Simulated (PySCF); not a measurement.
**Dipole moment and polarisability of `CN[Si@@H]1[SiH2]O[Si@H]1N`**

CH₁₀N₂OSi₃.
Numbering: `[CH3:1][NH:2][Si@@H:3]1[SiH2:4][O:5][Si@H:6]1[NH2:7]` (hydrogens: H8, H9, H10 on C1; H11 on N2; H12 on Si3; H13, H14 on Si4; H15 on Si6; H16, H17 on N7)

Structure used (GFN2-xTB), in Å, numbered top down from 1:
```xyz
17
CH10N2OSi3 angstrom
C     -2.988   -0.777    0.133
N     -1.651   -0.766   -0.403
Si    -0.304   -0.090    0.439
Si     0.550    2.105    0.309
O      1.861    1.384   -0.415
Si     1.724   -0.254   -0.666
N      2.941   -0.968    0.323
H     -2.926   -0.879    1.213
H     -3.542    0.140   -0.094
H     -3.548   -1.626   -0.266
H     -1.660   -0.716   -1.411
H     -0.489   -0.622    1.807
H      0.068    3.096   -0.664
H      1.094    2.823    1.464
H      1.937   -0.396   -2.114
H      3.824   -0.484    0.385
H      3.101   -1.958    0.248
```

Level: CAM-B3LYP/def2-SVPD (PySCF), static field, nuclei fixed, core orbitals frozen in the response. The polarisability tensor in these axes (au):

```
x   122.01   3.38  -4.02
y     3.38 115.56   3.77
z    -4.02   3.77  97.22
```

Problem. Diagonalise the tensor; give its mean and Δα, where Δα² is half the sum of the squared differences of the eigenvalues.

Solution. Principal values 95.66, 115.46 and 123.66 au; mean 111.59 au = 16.54 Å³ = 18.40 × 10⁻⁴⁰ C²·m²/J; Δα = 24.94 au (22 % of the mean).

Problem. What is the dipole moment, and where does it point?

Solution. (-1.21, -1.62, -0.56) D, 2.10 D in size, pointing from the negative to the positive side. Measured along this direction, the outermost atoms are H14 at the negative end and H10 at the positive end.

Problem. Form Σ f/ω² (atomic units) for the 8 lowest TDDFT singlets, given as eV and f, and set it beside the mean polarisability, which is this sum over all singlets: 4.53, 0.0270; 5.08, 0.0894; 5.62, 0.0244; 5.90, 0.0042; 6.21, 0.0163; 6.27, 0.1007; 6.54, 0.0158; 6.58, 0.0147.

Solution. They add up to 6.94 au, 6.2 % of the 111.59 au; the largest single term is 2.57 au, from the state at 5.08 eV. Terms in order: 0.97, 2.57, 0.57, 0.09, 0.31, 1.90, 0.27, 0.25 au. Higher excitations give the rest. The strengths listed sum to 0.292.

Problem. What depolarisation ratio follows for Rayleigh scattering of linearly polarised light, taking the static tensor?

Solution. ρ = 3Δα²/(45ᾱ² + 4Δα²) = 1865.5/(560397 + 2487.4) = 0.00331.

Problem. Find the Langevin capture rate constant for NH4+ (18.034 u) meeting this molecule (150.010 u), k = 2.342 × 10⁻⁹ cm³/s × √(α in Å³ / reduced mass in u).

Solution. The reduced mass is 16.10 u, so k = 2.37 × 10⁻⁹ cm³/s. The formula leaves out the permanent dipole, which adds to the capture rate.

Problem. Traceless (Buckingham) quadrupole moment about the centre of nuclear charge: eigenvalues?

Solution. -9.45, -1.51, 10.96 D·Å. The values depend on the origin, since the dipole doesn't vanish. The electronic extent ⟨r²⟩ about the same centre is 1587 bohr², a root-mean-square distance of 2.36 Å for the 80 electrons.

Problem. Directions of the eigenvectors, and the extent of the frame along each?

Solution. Largest value along (0.93, 0.35, -0.09), where the nuclei span 7.22 Å; middle along (-0.31, 0.91, 0.26), 5.33 Å; least along (0.17, -0.21, 0.96), 3.40 Å. The response follows the extents in order.

Isolated species at its GFN2-xTB geometry (one conformer only).
